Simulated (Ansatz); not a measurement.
```yaml
atoms:
  - { symbol: C, position_ang: [-0.0191, -0.0155, -0.6165] }
  - { symbol: C, position_ang: [0.0037, 0.0045, 0.7217] }
  - { symbol: H, position_ang: [0.0193, 0.7334, 1.5278] }
  - { symbol: H, position_ang: [-0.0184, -1.0166, -1.2001] }
  - { symbol: H, position_ang: [-0.0338, 0.8589, -1.2028] }
```

Basis set: 6-31G* (spherical functions). Left uncorrelated: 2 orbitals. Charge 0, multiplicity 2.

Computed with Ansatz (development build ahead of 0.2.0); each method stands on the lowest determinant of its kind that the runs found.

(1) Give the atomization energy at this shape (free ground-state atoms in the same class of orbitals less the molecule, no zero-point energy) of doublet C2H3 by UHF-MP2, UHF.

Answers

(1)

| method | atomization energy |
| --- | --- |
| UHF-MP2 | 17.32 eV |
| UHF | 14.39 eV |

Caution: the shape is not the minimum; the unrestricted determinant is spin contaminated.
